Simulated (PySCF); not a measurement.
SMILES [CH3][SnH]([CH3])[Cl] (C2H7ClSn) (PBE0/def2-SVP optimised geometry):

```
11

Sn    -0.296    -0.771     0.000
C      1.847    -0.771     0.000
C     -1.144     1.196     0.000
Cl    -0.951    -1.756     2.058
H     -0.962    -1.784    -1.216
H      2.222    -0.303    -0.922
H      2.223    -1.802     0.060
H      2.212    -0.203     0.867
H     -2.223     1.136     0.199
H     -0.983     1.677    -0.976
H     -0.668     1.802     0.784
```

Level of theory: PySCF with PBE0/def2-TZVP, def2 effective core potentials past Kr.

Question: What are the frontier orbital energies and the dipole moment?

Answer: HOMO-2 -9.04 eV, HOMO-1 -8.19 eV, HOMO -8.05 eV, LUMO -0.22 eV, LUMO+1 0.21 eV; dipole moment 3.28 D.
